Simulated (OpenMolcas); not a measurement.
# Ni2+: ligand-field states by method

Ni2+ with its 8 nearest fluoride ions at 2.366 Å, on the Ca site of CaF2 (a = 5.46294 Å, distance in the model lattice 2.366 Å). The rest of the host is ab initio model potentials to 7.6 Å and point charges beyond; the distance is set by hand and nothing relaxes. Ligand basis ANO-RCC-VDZP.
```
Ni    0.0000    0.0000    0.0000
F     1.3660    1.3660    1.3660
F     1.3660    1.3660   -1.3660
F     1.3660   -1.3660    1.3660
F     1.3660   -1.3660   -1.3660
F    -1.3660    1.3660    1.3660
F    -1.3660    1.3660   -1.3660
F    -1.3660   -1.3660    1.3660
F    -1.3660   -1.3660   -1.3660
```

```
Program             : OpenMolcas 26.06
Basis               : ANO-RCC-VTZP [6s5p3d2f1g]
Scalar Hamiltonian  : DKH2, point nucleus
Active space        : 8 electrons in 5 orbitals (3d)
State averaging     : 2S+1 = 3 even, 10 roots; 2S+1 = 1 even, 15 roots
Spin-orbit coupling : RASSI with atomic mean-field integrals over the reference wave functions
```

I. CASSCF
II. SS-CASPT2, IPEA 0.25 Eh, imaginary shift 0.1 Eh (closed shells correlated: 3s 3p and the ligand valence shells)
III. SS-CASPT2, IPEA 0.5 Eh, imaginary shift 0.1 Eh (closed shells correlated: 3s 3p and the ligand valence shells)

Spin-free states (labels of O, the rotations of Oh) in cm-1, each column counted from its own energy of the first state listed:

| State | Degeneracy | I | II | III |
| --- | --- | --- | --- | --- |
| 3T1 | 3 | 0 | 0 | 0 |
| 3T2 | 3 | 1666 | 1790 | 1990 |
| 3A2 | 1 | 3725 | 5370 | 5190 |
| 1T2 | 3 | 16866 | 12360 | 12640 |
| 1E | 2 | 17694 | 13420 | 13720 |
| 3T1 | 3 | 20870 | 16710 | 17050 |
| 1T2 | 3 | 25874 | 21320 | 21680 |
| 1T1 | 3 | 26885 | 23260 | 23380 |
| 1E | 2 | 27032 | 23360 | 23640 |
| 1A1 | 1 | 27192 | 23010 | 23440 |
| 1A1 | 1 | 63486 | 51220 | 51780 |

From I to II, I's first state of the same spin (3T2) moves from 1666 to 1790 cm-1, by about +120 cm-1.

From I to II, I's first state of another spin (1T2) moves from 16866 to 12360 cm-1, by about -4500 cm-1.

I: A least-squares ligand-field fit to the states below 45000 cm-1, each weighted by its degeneracy and with a free common offset, gives 10Dq = -2012 cm-1 (negative for this site), B = 1302 cm-1 and C = 4807 cm-1 (C/B = 3.69), with an rms deviation of 31 cm-1. 

χT at 300 K: I 2.89, II 2.84, III 2.78 cm3 K/mol.

Roots that are degenerate in the reference are averaged as groups; the widest CASPT2 spread within a group is 760 cm-1 (the 3-fold group of multiplicity 1 near 23300 cm-1 above the lowest state of its run, II). Shifts and gaps below about the spread of the groups concerned are not significant. Over all roots computed the reference weight is 0.68 to 0.69 in II, 0.68 to 0.69 in III; a low but even weight reflects the number of correlated electrons. An orbital triplet at a regular site is open to Jahn-Teller coupling, which can distort the site and quench the lowest spin-orbit gaps and is left out. Ligand-to-metal charge-transfer states are missing. Without dynamic correlation the repulsion within the d shell is too large (B by tens of per cent), so at a given field states of lower spin stand too high (holds for I). With no ligand orbital active B as a rule stays too high, so bands that hang on it stand too high and its fall with covalency is understated (holds for I). With metal d orbitals alone and no dynamic correlation 10Dq can be off by a tenth to a fifth, either way, in oxide and fluoride hosts (holds for I). A single d shell leaves out the double-shell effect, which counts most for late 3d ions, where the CASPT2 field can be off either way by tens of per cent (holds for II; III). These CASPT2 states fit no ligand-field parameters well, so their order and spin gaps are uncertain (holds for II; III). For late 3d ions with one d shell CASPT2 can put B and the spin-flip bands somewhat low as well as high (holds for II; III). With one d shell and no ligand orbital active, 10Dq can be off by tens of per cent for divalent 3d ions, low with halides held by bare charges and at times high in hosts (holds for II; III). Free-ion shares, where given, are those of the reference states; single-state CASPT2 does not remix them (holds for II; III). The distance lies 7 % over the 2.212 Å that this model takes as the normal distance (a Shannon-type radius plus a fixed donor radius, weighted with the host); by an R⁻⁵ law this alone changes a d-shell field by about -29 %. No measured value stands beside these numbers; the geometry was set by hand and not optimised.
